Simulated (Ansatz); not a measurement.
Other settings, tried on the cluster CrF₃.

```yaml
crystal:
  periodic: [false, false, false]
  atoms:
    - {symbol: Cr, position_ang: [-0.000124, -0.000058, 0.000075]}
    - {symbol: F, position_ang: [-0.770658, 1.548951, -0.019060]}
    - {symbol: F, position_ang: [0.957104, -0.473364, 1.361404]}
    - {symbol: F, position_ang: [-0.186312, -1.075529, -1.342409]}
basis:
  gaussian: {orbitals: cc-pVTZ-DK, final_grid: {core_spheres: 20, valence_spheres: 16, degree: 47}}
magnetization: {spin_polarized: true, initial_magnetization: 1}
hamiltonian: {xc: {name: PBE0}, dispersion: d4}
scf: {omitted_lower_state_checks: [starts]}
```

```sh
$ ansatz run in.yaml --threads 4 --pin off --events-out ev --progress --plain --max-ram 3916MiB
```

Shortened log:

```
Functional definition: PBE0
1043 factors; their error is unknown
mean field evaluation 1: about -36739.9571 eV, gradient 3.8e1 eV
mean field evaluation 2: about -36693.1304 eV, gradient 1.5e2 eV
mean field evaluation 4: about -36743.7370 eV, gradient 6.7e0 eV
mean field evaluation 8: about -36743.9061 eV, gradient 5.3e-1 eV
mean field evaluation 16: about -36744.2484 eV, gradient 2.0e-1 eV
mean field evaluation 32: about -36745.0396 eV, gradient 1.7e-5 eV
mean field -36745.03956591 eV, -1350.3552973648 hartree, gradient 1.3e-6 eV, S^2 1.754692; 0 other end points of the search recorded, 0 dependent functions left out
reference -36745.03961694 eV, -1350.3552992402 hartree; 26, 25 occupied and 132, 133 virtual orbitals, 1043 factors
Total energy: -36745.08850937 eV, -1350.3570960037 hartree
Relativity: scalar
Checks for a lower state left out: starts
```

Hardware: 4 threads of Arm Neoverse V2 on a shared host. Wall time 14 s, peak host memory 0.69 GiB.

DK, ANO-RCC and x2c sets are all-electron and run with scalar relativity unless a key says otherwise. The charge 0 doublet is spin-contaminated (final ⟨S²⟩ up to 1.75, 0.75 for a pure state).
